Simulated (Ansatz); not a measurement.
A geometry relaxed with B3LYP-D3(BJ)/def2-TZVP in Ansatz (a quantum-chemistry and plane-wave program), charge 0, multiplicity 1:

```xyz
8

H     -1.2792     1.3338    -0.1350
N      0.2536     0.0667    -0.7349
H      1.2370    -0.5544     0.9856
C     -0.9798     0.2909    -0.0106
H      2.1907    -0.5269    -0.6183
H     -0.9077     0.0624     1.0619
C      1.2533    -0.3514    -0.0941
H     -1.7678    -0.3210    -0.4547
```

Task: Write the SMILES of this molecule.

Result: `C=NC`
